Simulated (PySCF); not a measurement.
Isomers of C3H12O2Si3, one conformer each; single-point electronic energies without zero-point terms and without any empirical dispersion term.

Computed with PySCF at PBE0/pcSseg-1, non-relativistic, each on one gas-phase PBE0-D3(BJ)/def2-SVP geometry that isn't relaxed in the solvent. The solvent is an IEF-PCM continuum (van der Waals radii × 1.2). The model holds no explicit solvent molecules, cavitation or dispersion.

| isomer | relative energy, gas (kJ/mol) | dipole (D) |
| --- | --- | --- |
| `C=CC[SiH](O[SiH3])O[SiH3]` | 0.0 | 0.73 |
| `[SiH3]O[SiH2]O[SiH2]C1CC1` | 13.9 | 1.50 |

Problem. How do the relative energies look in cyclohexane (ε = 2.017)?

Solution. 
```csv
isomer,"relative energy, solvent (kJ/mol)",E(solvent) − E(gas) (kJ/mol),dipole in solvent (D)
`C=CC[SiH](O[SiH3])O[SiH3]`,0.0,-3.7,0.79
`[SiH3]O[SiH2]O[SiH2]C1CC1`,14.7,-2.9,1.65
```

The order is unchanged. Conformers: `[CH2:1]=[CH:2][CH2:3][SiH:4]([O:5][SiH3:6])[O:7][SiH3:8]` with C1–C2–C3–Si4 -104°, C2–C3–Si4–O5 -59°, C3–Si4–O5–Si6 101°, C3–Si4–O7–Si8 -56°; `[SiH3:1][O:2][SiH2:3][O:4][SiH2:5][CH:6]1[CH2:7][CH2:8]1` with Si1–O2–Si3–O4 -6°, O2–Si3–O4–Si5 54°, Si3–O4–Si5–C6 -31°, O4–Si5–C6–C7 -87°. `C=CC[SiH](O[SiH3])O[SiH3]` gains most from the continuum, while `[SiH3]O[SiH2]O[SiH2]C1CC1` has the largest gas-phase dipole. The gains span 0.8 kJ/mol, the gas-phase energies 13.9 kJ/mol.
